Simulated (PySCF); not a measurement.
C3H8FNSi, SMILES F[C@@H](/N=C/C)[SiH3]. Heavy atoms are numbered as in [CH3:1]/[CH:2]=[N:3]/[C@H:4]([F:5])[SiH3:6]. Hydrogens are named by the atom that carries them.

Geometry optimised at ωB97X-D3(BJ)/def2-SVP. The structure was generated by enumeration; whether it is a known compound was not checked. The values are those of a single conformer.

Computed with PBE/def2-TZVP run with PySCF.

ESP charges are fitted to the potential on shells at 1.4 to 2.0 van der Waals radii. Atomic charges (e), one atom of each kind:

```json
[
 {"atom": "C1 (CH3)", "meta-Löwdin": "-0.36", "ESP fit": "-0.61"},
 {"atom": "C2 (CH)", "meta-Löwdin": "0.03", "ESP fit": "0.48"},
 {"atom": "N3", "meta-Löwdin": "-0.24", "ESP fit": "-0.49"},
 {"atom": "C4 (CH)", "meta-Löwdin": "0.05", "ESP fit": "0.09"},
 {"atom": "F5", "meta-Löwdin": "-0.32", "ESP fit": "-0.20"},
 {"atom": "Si6 (SiH3)", "meta-Löwdin": "0.43", "ESP fit": "0.11"},
 {"atom": "H on C1", "meta-Löwdin": "0.13", "ESP fit": "0.16"},
 {"atom": "H on C2", "meta-Löwdin": "0.10", "ESP fit": "0.02"},
 {"atom": "H on C4", "meta-Löwdin": "0.13", "ESP fit": "0.16"},
 {"atom": "H on Si6", "meta-Löwdin": "-0.07", "ESP fit": "-0.02"}
]
```

**Question.** Give the Mayer and Wiberg (Löwdin basis) orders of the bonds. (The exact figures need the calculation; the answer reports its results.)

**Answer.** 
```tsv
bond	Mayer	Wiberg
C1–C2	1.00	1.34
C2–N3	1.91	2.19
N3–C4	1.08	1.45
C4–F5	0.97	1.59
C4–Si6	0.94	1.07
```
